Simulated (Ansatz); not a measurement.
Stepwise reaction of `[Cl][In]([Cl])[SeH]` with hydrogen fluoride, as a gas-phase model of exchange steps in deposition or etching. ΔE in kJ/mol; ΔG adds harmonic PBE0-D4 terms to CCSD(T)/CBS, at 1 bar.

Gas-phase electronic energies from Ansatz, PBE0-D4/def2-TZVP geometries. CCSD(T)/CBS adds triple-zeta CCSD(T) − MP2 to the extrapolated MP2 energy (def2 sets, frozen cores). This one scheme is used for every species. DFT in def2-TZVPP. B3LYP here is the variant with VWN-RPA as its local correlation; programs differ in this. Elements past krypton have def2 core potentials. For In, Se outer-core shells are correlated without core-valence functions, which leaves a few kJ/mol of doubt a bond. Scalar relativity is left out up to krypton. One conformer a species, not always the lowest.

```json
{"step": "1", "reaction": "`[Cl][In]([Cl])[SeH]` + H–F → `[F][In]([Cl])[SeH]` + HCl", "PBE-D4": "53.3", "B3LYP-D4": "55.2", "ωB97M-V": "56.6", "CCSD(T)/CBS": "61.1", "ΔG(500 K)": "53.8"}
```

Question: Give the row of step 2, `[F][In]([Cl])[SeH]` + H–F → `[F][In]([F])[SeH]` + HCl. (An estimate is asked.)

Answer: Ansatz gave: 
| step | reaction | PBE-D4 | B3LYP-D4 | ωB97M-V | CCSD(T)/CBS | ΔG(500 K) |
| --- | --- | --- | --- | --- | --- | --- |
| 2 | `[F][In]([Cl])[SeH]` + H–F → `[F][In]([F])[SeH]` + HCl | 55.3 | 56.9 | 58.6 | 62.7 | 55.6 |

Question: By hand: ΔE of the 2 steps together at CCSD(T)/CBS.

Answer: (61.1) + (62.7) = 123.8 kJ/mol, or 61.9 kJ/mol a step.

In ΔE the steps differ by no more than 1.6 kJ/mol. All are uphill at CCSD(T)/CBS. ΔG lies between 53.8 and 55.6 kJ/mol a step. PBE-D4 differs from CCSD(T)/CBS by -7.8 to -7.4 kJ/mol a step. Isolated molecules leave out the surface, adducts and barriers. Largest T1 diagnostic: 0.015.
